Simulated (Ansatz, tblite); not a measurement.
Cost and result up the ladder for S-phenylphenoxathiinium bis(oxalato)borate (C22H13BO9S) (46 atoms). Charge 0, multiplicity 1. Geometry: PBE-D4/def2-SVP.

Ansatz on 2 threads of AMD EPYC 7R13 on a shared host and a share (18 GiB) of an NVIDIA H100 80GB HBM3; xTB runs through tblite on one thread. Times are rough, summed over both states, and most runs start from the orbitals of an earlier one. PBE0-D4/def2-SVP serves as the yardstick here, not as an exact answer. The other state is a triplet.

The xTB rows come from tblite. Single mean-field runs in def2-SVP are fitted with def2-universal-jkfit. HOMO above LUMO, or a gap near zero within one spin, warns that the state may not be the lowest or that an electron is smeared out.

xTB has no spin-polarisation term.

```tsv
level	functions	wall time	vertical triplet (eV)	difference from PBE0-D4/def2-SVP (eV)	remarks
GFN2-xTB	150	0.31 s	2.75	-0.88	–
GFN1-xTB	163	0.49 s	3.22	-0.41	–
PBE0-D4/def2-SVP (with forces)	531	19 s	3.63	0.00	–
PBE-D4/def2-SVP	531	26 s	3.11	-0.52	gap within one spin near zero (triplet)
```
